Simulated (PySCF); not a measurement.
Ga(Cl)2(OH)(OH2), H3Cl2GaO2, singlet, B3LYP/def2-SVP optimised geometry.

```
8

Ga    -0.38    -0.03     0.00
Cl    -1.41    -1.76    -0.78
Cl     1.80    -0.03     0.00
O     -1.22     1.58     0.00
H     -1.80     1.76    -0.75
O     -0.64     0.05     2.07
H     -1.09     0.92     2.09
H      0.21     0.17     2.52
```

Density from B3LYP/def2-TZVP run with PySCF 2.14.0 at that geometry.

Minimum of the electron density along straight lines between bonded atoms, close to the bond critical point (lines longer than 1.1 times the sum of covalent radii, or with two minima, are not listed):

```json
[
 {"bond": "Ga1–Cl2", "length / Å": "2.162", "ρ at the minimum / e bohr⁻³": "0.094", "∇²ρ there / e bohr⁻⁵": "0.25", "position (fraction from the first atom)": "0.44"},
 {"bond": "Ga1–Cl3", "length / Å": "2.176", "ρ at the minimum / e bohr⁻³": "0.092", "∇²ρ there / e bohr⁻⁵": "0.24", "position (fraction from the first atom)": "0.44"},
 {"bond": "Ga1–O4", "length / Å": "1.809", "ρ at the minimum / e bohr⁻³": "[?]", "∇²ρ there / e bohr⁻⁵": "[?]", "position (fraction from the first atom)": "0.48"},
 {"bond": "O4–H5", "length / Å": "0.965", "ρ at the minimum / e bohr⁻³": "0.354", "∇²ρ there / e bohr⁻⁵": "-2.34", "position (fraction from the first atom)": "0.80"},
 {"bond": "O6–H7", "length / Å": "0.978", "ρ at the minimum / e bohr⁻³": "0.341", "∇²ρ there / e bohr⁻⁵": "-2.35", "position (fraction from the first atom)": "0.81"},
 {"bond": "O6–H8", "length / Å": "0.972", "ρ at the minimum / e bohr⁻³": "0.348", "∇²ρ there / e bohr⁻⁵": "-2.39", "position (fraction from the first atom)": "0.81"}
]
```

Question: Complete the blanks.

Answer: 
- Ga1–O4, ρ at the minimum / e bohr⁻³: 0.128
- Ga1–O4, ∇²ρ there / e bohr⁻⁵: 0.66
